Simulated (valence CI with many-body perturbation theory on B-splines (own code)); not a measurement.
From CI to CI+MBPT in Yb LXVI

Calculated by relativistic CI+MBPT: three valence electrons over a frozen Dirac-Fock core [He], radial functions for each j: 11 s, 11 p, 9 d, 7 f, 5 g, 2 h, 1 i, with the one-electron correlation potential Σ1, the two-electron term Σ2, the three-electron term Σ3, Breit, model QED; selected CI, second order for the rest (own B-spline code, finite nucleus).

No measured spectrum was set against this ion. As an estimate, large intervals hold to a few tenths of a per cent, small ones and those within an open d or f shell to about a per cent.

Each rung adds one term. CI alone is the Dirac-Coulomb CI over the frozen core; QED comes last and gives the full result, which names the levels. Energies are above (2s^2 2p1/2) J=1/2 on the same rung, in eV.

Levels are named by their leading jj configuration (3d3/2^4 stands for four electrons in 3d with j = 3/2), which in mixed levels can hold well under half, so a name can repeat and another be missing. Letters in brackets count levels of one name in rising energy.

```csv
Level,CI alone,Σ1,Σ2,Σ3,Breit,QED,Full
(2s 2p1/2^2) J=1/2,245.8,-0.33,-0.14,-0.02,+16.44,-15.12,246.6
(2s^2 2p3/2) J=3/2,1151.0,+0.19,-0.01,-0.01,-16.24,+1.29,1136.2
(2s 2p1/2 2p3/2) J=3/2 [a],1324.0,-0.14,-0.06,+0.01,-0.92,-13.53,1309.3
(2s 2p1/2 2p3/2) J=5/2,1372.4,-0.14,-0.10,-0.02,-9.93,-13.54,1348.7
(2s 2p1/2 2p3/2) J=1/2,1430.4,-0.14,-0.33,-0.05,-0.36,-13.61,1415.9
(2s 2p1/2 2p3/2) J=3/2 [b],1437.5,-0.14,-0.24,-0.06,-5.49,-13.59,1418.0
(2p1/2^2 2p3/2) J=3/2,1691.8,-0.47,-0.46,-0.07,+12.43,-28.37,1674.9
(2s 2p3/2^2) J=5/2,2497.5,+0.05,-0.07,-0.02,-22.13,-11.96,2463.3
(2s 2p3/2^2) J=1/2,2590.4,+0.05,-0.10,-0.07,-13.09,-12.00,2565.2
(2s 2p3/2^2) J=3/2,2597.5,+0.05,-0.30,-0.06,-19.22,-12.03,2565.9
(2p1/2 2p3/2^2) J=3/2,2796.9,-0.29,-0.42,-0.06,-3.63,-27.16,2765.3
(2p1/2 2p3/2^2) J=5/2,2827.9,-0.28,-0.38,-0.06,-12.32,-27.16,2787.7
(2p1/2 2p3/2^2) J=1/2,2869.9,-0.28,-0.34,-0.07,-0.85,-27.15,2841.3
(2p3/2^3) J=3/2,3988.4,-0.09,-0.32,-0.06,-19.88,-25.60,3942.4
(2s^2 3s) J=1/2,9358.5,+0.46,-0.07,-0.06,-23.36,+3.80,9339.3
(2s^2 3p1/2) J=1/2,9441.2,+0.39,-0.08,-0.06,-19.06,-0.82,9421.6
(2s 2p1/2 3s) J=1/2 [a],9524.5,+0.14,-0.05,-0.06,-9.45,-10.87,9504.2
(2s 2p1/2 3s) J=3/2,9555.1,+0.14,-0.14,-0.06,-13.61,-10.93,9530.5
(2s 2p1/2 3s) J=1/2 [b],9581.7,+0.14,-0.09,-0.06,-11.48,-11.02,9559.1
(2s 2p1/2 3p1/2) J=1/2 [a],9594.2,+0.06,-0.05,-0.06,-5.16,-15.45,9573.5
(2s 2p1/2 3p1/2) J=3/2,9626.4,+0.06,-0.14,-0.06,-10.19,-15.40,9600.7
(2s 2p1/2 3p1/2) J=1/2 [b],9664.4,+0.07,-0.18,-0.06,-6.49,-15.36,9642.4
(2s^2 3p3/2) J=3/2,9781.3,+0.43,-0.09,-0.06,-23.97,-0.21,9757.4
(2p1/2^2 3s) J=1/2,9821.0,-0.18,-0.28,-0.06,+5.72,-25.50,9800.6
(2s^2 3d3/2) J=3/2,9839.8,+0.47,-0.09,-0.06,-26.31,-0.78,9813.0
(2p1/2^2 3p1/2) J=1/2,9887.9,-0.26,-0.33,-0.06,+9.44,-29.92,9866.7
(2s^2 3d5/2) J=5/2,9930.6,+0.47,-0.09,-0.06,-26.90,-0.87,9903.1
(2s 2p1/2 3p3/2) J=3/2 [a],9945.1,+0.11,-0.07,-0.06,-9.71,-14.95,9920.5
(2s 2p1/2 3p3/2) J=5/2,9981.5,+0.12,-0.15,-0.06,-14.72,-14.60,9952.1
(2s 2p1/2 3p3/2) J=3/2 [b],9983.2,+0.11,-0.16,-0.06,-13.51,-14.96,9954.6
(2s 2p1/2 3p3/2) J=1/2,9988.0,+0.10,-0.19,-0.06,-12.20,-15.31,9960.3
```

The middle columns are the shifts that each term adds.

Task: How does the ionisation energy move along the ladder, and which term matters most?

Result: CI alone 16593, + Σ1 16594, + Σ2 16594, + Σ3 16594, + Breit 16566, + QED 16566 eV. The largest step is Breit, -27 eV. NIST lists 16570 ± 30 eV (theoretical).
